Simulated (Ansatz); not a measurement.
```yaml
crystal:
  periodic: [false, false, false]
  atoms:
    - {symbol: B, position_ang: [-1.004507, 1.042790, -1.406896]}
    - {symbol: Ga, position_ang: [-0.024147, 0.694067, 0.151291]}
    - {symbol: C, position_ang: [0.669615, -1.026586, 0.973230]}
    - {symbol: H, position_ang: [-2.322055, 0.800836, -1.202522]}
    - {symbol: H, position_ang: [-0.718538, 0.978411, -2.547964]}
    - {symbol: H, position_ang: [0.605474, 1.973576, 0.898356]}
    - {symbol: H, position_ang: [0.257936, -1.935035, 0.452658]}
    - {symbol: H, position_ang: [1.887971, -1.126366, 0.904002]}
    - {symbol: H, position_ang: [0.405352, -1.213734, 1.851734]}
basis:
  gaussian: {orbitals: def2-mTZVPP}
hamiltonian: {xc: {name: BHLYP}, dispersion: d3bjatm}
output: {forces: true}
```

```sh
$ ansatz run in.yaml --threads 2 --pin off --events-out ev --progress --plain --max-ram 20480MiB --backend cpu
```

Shortened log:

```
Functional definition: BHLYP
973 factors; integrals over basis functions are off by at most 1.4e-3 eV
mean field evaluation 1: about -54180.8885 eV, gradient 4.2e1 eV
mean field evaluation 2: about -54181.2868 eV, gradient 3.9e1 eV
mean field evaluation 4: about -54184.7421 eV, gradient 1.3e0 eV
mean field evaluation 8: about -54184.7518 eV, gradient 1.1e-2 eV
mean field -54184.75178007 eV, -1991.2529001736 hartree, gradient 5.9e-5 eV, S^2 0.000000; 0 other end points of the search recorded, 0 dependent functions left out
reference -54184.75196782 eV, -1991.2529070732 hartree; 24, 24 occupied and 80, 80 virtual orbitals, 973 factors
Total energy: -54184.94903572 eV, -1991.2601491849 hartree
Atom 0 at    -1.004507     1.042790    -1.406896 Å, force    -4.466533    -1.640298    -2.129428 eV/Å
Atom 1 at    -0.024147     0.694067     0.151291 Å, force     3.080310    -0.121141     3.172733 eV/Å
Atom 2 at     0.669615    -1.026586     0.973230 Å, force     3.947787    -0.267464    -8.497244 eV/Å
Atom 3 at    -2.322055     0.800836    -1.202522 Å, force     2.244691     0.964768    -0.495935 eV/Å
Atom 4 at    -0.718538     0.978411    -2.547964 Å, force     0.087882     0.569727    -0.114445 eV/Å
Atom 5 at     0.605474     1.973576     0.898356 Å, force    -0.287504    -0.242460     0.066834 eV/Å
Atom 6 at     0.257936    -1.935035     0.452658 Å, force     0.636575     1.023161    -0.013587 eV/Å
Atom 7 at     1.887971    -1.126366     0.904002 Å, force    -3.268564     0.517507     0.132745 eV/Å
Atom 8 at     0.405352    -1.213734     1.851734 Å, force    -1.974645    -0.803801     7.878328 eV/Å
Dipole moment:    -0.095457    -0.097367    -0.064853 e Å
```

Run time 1.7 s (2 threads of an AMD EPYC 7R13 on a shared host); peak host memory 0.38 GiB.
